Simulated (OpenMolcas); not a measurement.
**Os⁵⁺: effect of the IPEA shift**

```
Program             : OpenMolcas 26.06
Basis               : ANO-RCC-VTZP [8s7p5d3f2g1h]
Scalar Hamiltonian  : DKH2, point nucleus
Active space        : 3 electrons in 5 orbitals (5d)
State averaging     : 2S+1 = 4 even, 10 roots; 2S+1 = 2 even, 40 roots
Spin-orbit coupling : state interaction with AMFI integrals over the reference wave functions, term energies averaged over their components
```

Methods on the same reference wave functions:
A. CASSCF
B. MS-CASPT2, IPEA 0 Eh, imaginary shift 0.1 Eh (closed shells correlated: 5s 5p)
C. MS-CASPT2, IPEA 0.25 Eh, imaginary shift 0.1 Eh (closed shells correlated: 5s 5p)

Energies in eV above 5d³ ⁴F_3/2, the measured ground level; measured values from the list in Brasseur, Palmeri and Quinet, Atoms 13, 11 (2025).

| Level | A | B | C | Measured |
| --- | --- | --- | --- | --- |
| 5d³ ⁴F_3/2 | 0.0000 | 0.0000 | 0.0000 | 0.0000 |
| 5d³ ⁴F_5/2 | 0.7575 | 0.812 | 0.808 | 0.7932 |
| 5d³ ⁴F_7/2 | 1.4151 | 1.445 | 1.445 | 1.4189 |
| 5d³ ⁴F_9/2 [56 %] | 1.8918 | 1.849 | 1.857 | 1.8199 |
| 5d³ ⁴P_1/2 [66 %] | 2.3970 | 2.124 | 2.150 | 2.0795 |
| 5d³ ²G_7/2 | 3.0842 | 2.876 | 2.904 | 2.8417 |
| 5d³ ²H_9/2 [55 %] | 3.1806 | 3.055 | 3.063 | 2.9791 |
| 5d³ ⁴P_5/2 | 3.3541 | 3.152 | 3.166 | 3.0783 |
| 5d³ ²P_1/2 [66 %] | 4.0427 | 3.630 | 3.667 | 3.5782 |
| 5d³ ²H_11/2 | 4.2942 | 4.088 | 4.101 | 3.9868 |
| 5d³ ²D_5/2(1) | 4.7211 | 4.336 | 4.393 | 4.2673 |
| 5d³ ²G_9/2 [56 %] | 4.8572 | 4.658 | 4.681 | 4.5898 |
| 5d³ ²P_3/2 [55 %] | 5.4778 | 5.044 | 5.078 | 4.9845 |
| 5d³ ²F_5/2 | 5.6075 | 5.045 | 5.082 | 4.9099 |
| 5d³ ²F_7/2 | 5.6726 | 5.136 | 5.174 | 5.0148 |
| 5d³ ²D_3/2(2) | 8.4043 | 7.688 | 7.715 |  |
| 5d³ ²D_5/2(2) | 8.4624 | 7.788 | 7.793 | 7.5637 |

Deviations, from unrounded energies. A percentage is the sum of absolute deviations over the sum of measured energies, with the sign that they share, or ± where signs differ.

| Against measurement | Levels | A | B | C |
| --- | --- | --- | --- | --- |
| mean absolute deviation (cm-1) | 15 | 2900 | 610 | 780 |
| fine structure of the ground term (%) | 3 | ±2.8 | +1.8 | +1.9 |
| other terms of the ground configuration (%) | 12 | +10.6 | +2.1 | +2.8 |

B lies closest to measurement on these levels and A furthest from it. The largest miss of B in the table is 5d³ ²D_5/2(2), by +1800 cm-1. The ranking rests on the paired levels alone, and a cruder setting can come out closer through cancelling errors.

Between B and C the level of the table that moves most is 5d³ ²D_5/2(1), by 460 cm-1 (lowest in B, highest in C). Moves below CASPT2's spread within the term are not significant.

The mean deviations of B to C differ by less than CASPT2's widest spread within a term (670 cm-1), so their order carries little weight.

From A to B the spin-free energies of the other terms of 5d³ shown, above ⁴F, scale by factors of 0.75 to 0.88, as is usual when dynamic correlation screens the repulsion within a d or f shell.

The lowest spin-free term lies below A's lowest term by 0.250 hartree in B, 0.244 hartree in C.

Term energies are means over components that CASPT2 splits; among the terms shown or strongly mixed into the levels shown the widest spread is 670 cm-1 (5d³ ⁴F, B). Without dynamic correlation excited terms often stand tens of per cent too high (terms of higher spin than the ground term too low), and those without a measured partner can miss by more than the paired ones (holds for A). The CASPT2 spread within a term exceeds the gap to the next term for 5d³ ²H and 5d³ ²D(1), so the order of their levels is uncertain (holds for B). Measured partners are found by configuration, term and J. A level has none where our copy of the source lacks it or the pairing is in doubt (some pairs that miss far off the trend of their configuration count as doubtful), and it then counts in no deviation. Only configurations of the active space appear. Levels that lie high or do not pair safely by name in every column are left out.

A share in square brackets marks a mixed level and gives the weight of the term that names it, the lowest over the columns. A number in round brackets counts repeated terms of one configuration in the order of the reference energies.
